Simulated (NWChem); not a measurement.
Species: SbH, triplet; SMILES [SbH]

```xyz
2

Sb     0.0000     0.0000    -0.0125
H      0.0000     0.0000     1.7046
```
Atoms are numbered in this order, from 1.

Geometry: optimised at PBE0-D3(BJ)/def2-TZVP, spin-unrestricted. No stability test was run on the SCF state. B3LYP is NWChem's, with the RPA form of VWN correlation. def2 effective core potentials on Sb; no spin-orbit coupling.

### Question
List the 6 lowest vertical excitations from B3LYP/def2-SVPD with def2 effective core potentials on Sb, spin-unrestricted, TDA (NWChem).

### Answer
| state | energy (eV) | oscillator strength | <S²> |
|---|---|---|---|
| state 1 | 3.58 | 0.005 | 2.01 |
| state 2 | 3.58 | 0.005 | 2.01 |
| state 3 | 4.62 | 0.005 | 2.00 |
| state 4 | 4.62 | 0.005 | 2.00 |
| state 5 | 5.72 | 0.144 | 2.00 |
| state 6 | 5.72 | 0.144 | 2.00 |
